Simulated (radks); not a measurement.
The numbers below are computed, except where a source is named.
Problem. The mean radii <r> (bohr) of the occupied orbitals of an atom or ion are listed with their occupations. Level of theory: non-relativistic Kohn-Sham, Tao-Mo meta-GGA, spin-polarised, spherical densities, point nucleus; meta-GGA in the generalised Kohn-Sham scheme (a radial shooting solver on a logarithmic mesh with Libxc functionals).

orbital  occ.      <r>
1s up       1  0.08608
1s down     1  0.08607
2s up       1   0.4141
2s down     1   0.4142
2p up       3   0.3763
2p down     3   0.3764
3s up       1    1.292
3s down     1    1.305
3p up       3    1.388

Name the element and its charge. Open shells, if any, are filled with parallel spins first.

Solution. Z = 18, argon, charge +3: Ar3+ in [Ne] 3s2 3p3. The 1s radius gives Z: for a bare nucleus <r> = 1.5/Z, 0.08333 bohr for Z = 18, and screening makes it slightly larger (0.08608 here). The occupations add up to 15, and the charge is Z minus that.
